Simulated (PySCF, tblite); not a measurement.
Isomers of C6H8F2OS. Computed with GFN2-xTB (tblite): harmonic, unscaled wavenumbers at the GFN2-xTB geometry, gas phase. Errors from tens to a few hundred cm⁻¹ against measured bands are possible. One conformer each.

Electronic energies: PBE0/pcSseg-1 single points on the GFN2-xTB geometries (PySCF, gas phase).

```csv
SMILES,"electronic energy, lowest = 0 (kcal/mol)"
CC[C@@H]1CC(F)=C(F)[S@]1=O,54.3
O[C@]1(C(F)F)CCC(=S)C1,0.0
C[C@]1(OC(F)F)CCC1=S,20.1
```

**Question.** How do GFN2-xTB zero-point energies change the relative energies?

**Answer.** 
| SMILES | ZPE (kcal/mol) | of it from modes above 1550 cm⁻¹ | electronic (kcal/mol) | with ZPE, lowest = 0 (kcal/mol) | lowest mode (cm⁻¹) | rings |
| --- | --- | --- | --- | --- | --- | --- |
| O[C@]1(C(F)F)CCC(=S)C1 | 82.6 | 34.9 | 0.0 | 0.0 | 48 | 1 |
| C[C@]1(OC(F)F)CCC1=S | 82.1 | 34.4 | 20.1 | 19.5 | 48 | 1 |
| CC[C@@H]1CC(F)=C(F)[S@]1=O | 82.4 | 36.8 | 54.3 | 54.2 | 54 | 1 |

The zero-point energies span 0.5 kcal/mol, from `C[C@]1(OC(F)F)CCC1=S` to `O[C@]1(C(F)F)CCC(=S)C1`. The order is unchanged.

**Question.** And how do the electronic energies of GFN2-xTB itself compare?

**Answer.** `O[C@]1(C(F)F)CCC(=S)C1` 0.0; `C[C@]1(OC(F)F)CCC1=S` 13.1; `CC[C@@H]1CC(F)=C(F)[S@]1=O` 25.0 kcal/mol, lowest = 0. Against the energies above, taken from the same isomer `O[C@]1(C(F)F)CCC(=S)C1`, the largest difference is 29.3 kcal/mol.

**Question.** What do entropy and thermal enthalpy add at 298.15 K and 1 bar (rigid rotor, harmonic oscillator, one conformer each)?

**Answer.** 
```tsv
SMILES	point group	symmetry number	S (cal/(mol K))	H − H(0) (kcal/mol)	ZPE + H − H(0) − TS (kcal/mol)
O[C@]1(C(F)F)CCC(=S)C1	C1	1	99.7	6.89	59.8
C[C@]1(OC(F)F)CCC1=S	C1	1	103.3	7.21	58.5
CC[C@@H]1CC(F)=C(F)[S@]1=O	C1	1	101.8	7.27	59.4
```
